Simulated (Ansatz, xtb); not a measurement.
## C7H4O2: which of two isomers lies lower

We compare X, `C#CC1=CC(=O)CC1=O`, a singlet, with Y, `C#CC1=CC(=O)OC1=C`, a singlet. Both are isolated molecules in the gas phase, relaxed with B3LYP/def2-SVP.

Task: Which of the two would you expect CCSD(T)/def2-SVP + ΔMP2/def2-TZVPP electronic energies to favour?

Result: Too close to call at this level: CCSD(T)/def2-SVP + ΔMP2/def2-TZVPP gives E(Y) − E(X) = +0.49 kcal/mol.

Level by level:

```json
{"level": "GFN2-xTB", "geometry": "GFN2-xTB", "E(Y) − E(X) (kcal/mol)": "−7.43", "departure from the last row (kcal/mol)": "−7.92", "job, with rough time for the two": "optimisation, 0.14 s"}
{"level": "HF/STO-3G", "geometry": "GFN2-xTB", "E(Y) − E(X) (kcal/mol)": "+3.99", "departure from the last row (kcal/mol)": "+3.50", "job, with rough time for the two": "single point, 0.48 s"}
{"level": "r2SCAN-D4/def2-SVP", "geometry": "GFN2-xTB", "E(Y) − E(X) (kcal/mol)": "−0.75", "departure from the last row (kcal/mol)": "−1.23", "job, with rough time for the two": "single point, 4.6 s"}
{"level": "B3LYP/def2-SVP", "geometry": "B3LYP/def2-SVP", "E(Y) − E(X) (kcal/mol)": "−0.22", "departure from the last row (kcal/mol)": "−0.71", "job, with rough time for the two": "optimisation, 39 s"}
{"level": "HF/def2-SVP", "geometry": "B3LYP/def2-SVP", "E(Y) − E(X) (kcal/mol)": "+4.06", "departure from the last row (kcal/mol)": "+3.57", "job, with rough time for the two": "part of the CCSD(T) run"}
{"level": "MP2/def2-SVP", "geometry": "B3LYP/def2-SVP", "E(Y) − E(X) (kcal/mol)": "+3.49", "departure from the last row (kcal/mol)": "+3.00", "job, with rough time for the two": "part of the CCSD(T) run"}
{"level": "CCSD(T)/def2-SVP", "geometry": "B3LYP/def2-SVP", "E(Y) − E(X) (kcal/mol)": "+3.04", "departure from the last row (kcal/mol)": "+2.55", "job, with rough time for the two": "single point"}
{"level": "CCSD(T)/def2-SVP + ΔMP2/def2-TZVPP", "geometry": "B3LYP/def2-SVP", "E(Y) − E(X) (kcal/mol)": "+0.49", "departure from the last row (kcal/mol)": "", "job, with rough time for the two": "single point, 2 min"}
```

As drawn, Y has 1 C=C, 2 C–O in place of 2 C–C, 1 C=O.

The largest departure from CCSD(T)/def2-SVP + ΔMP2/def2-TZVPP is that of GFN2-xTB, 7.92 kcal/mol. The last row adds to CCSD(T) the change of the MP2 difference between the two basis sets, here −2.55 kcal/mol.

With thermal terms from frequencies at re-optimised GFN2-xTB minima (ideal gas, soft modes damped towards free rotors, one conformer each, 298.15 K, 1 atm): on the last row, ΔE + ΔZPE = +0.65, ΔH = +0.51, ΔG = +1.08 kcal/mol.

The correlated steps freeze 9 core orbitals. Codes used: Ansatz 0.2.0, xtb 6.7.1; the last row on 4 threads of Arm Neoverse V1 on a shared host.
